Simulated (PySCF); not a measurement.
Dipole response of Be⁺ (beryllium, charge +1)

[He] 2s1, 2S determinant. All numbers are calculated (PySCF 2.14, no relativity, point nucleus, in def2-QZVPPD). Coupled (time-dependent) response in atomic units; α is the mean over directions.

| method | mean α (bohr³) | C₆ (like pair) | S(−4) |
| --- | --- | --- | --- |
| UHF | 24.88 | 70.89 | 1130 |
| PBE | 21.48 | 57.07 | 844.6 |
| PBE0 | 22.20 | 59.89 | 901.5 |
| r2SCAN0 | 26.23 | 77.56 | 1233 |

S(−4) is the Cauchy moment in α(ω) = α(0) + S(−4) ω² + …

α(iu) at PBE:

| u (hartree) | α(iu) (bohr³) |
| --- | --- |
| 0 | 21.48 |
| 0.0500 | 19.57 |
| 0.100 | 15.49 |
| 0.200 | 8.627 |
| 0.300 | 5.125 |
| 0.500 | 2.377 |
| 0.750 | 1.234 |
| 1.00 | 0.7637 |
| 1.50 | 0.3855 |
| 2.00 | 0.2390 |
| 3.00 | 0.1251 |
| 5.00 | 0.05762 |

For an ion, C₆ is the dispersion term alone; charge-induced terms of lower order in 1/R come first.
